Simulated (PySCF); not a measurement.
BClH, SMILES [BH]Cl (connectivity only; charge and spin as stated), charge +1, multiplicity 1. Atoms are numbered in the order given.

```xyz
3

B      0.0000     0.0000     1.1277
Cl     0.0000     0.0000    -0.4670
H      0.0000     0.0000     2.3003
```
Charge +1, spin multiplicity 1.

Geometry: TPSSh-D3(BJ)/def2-TZVPD. The spin state was assumed, not searched. The isomer is the one that the SMILES or the coordinates give; other isomers of the formula were not compared.

These are PBE/pcSseg-2 in PySCF values and carry that method's errors.

GIAO shieldings, no solvent; atoms alike by connectivity are averaged. δ = σ(ref) − σ: ¹¹B against BF3 (σ = 83.1 ppm); ³⁵Cl against HCl (σ = 936.5 ppm); ¹H against TMS (σ = 31.47 ppm), references at their B3LYP-D3(BJ)/def2-TZVP geometries, non-relativistic (without spin–orbit terms, shifts of atoms bonded to Cl or Br come out too high).

```csv
nucleus,atoms,count,δ (ppm)
¹¹B,B1,1,43.1
³⁵Cl,Cl2,1,334.8
¹H,H3,1,4.84
```
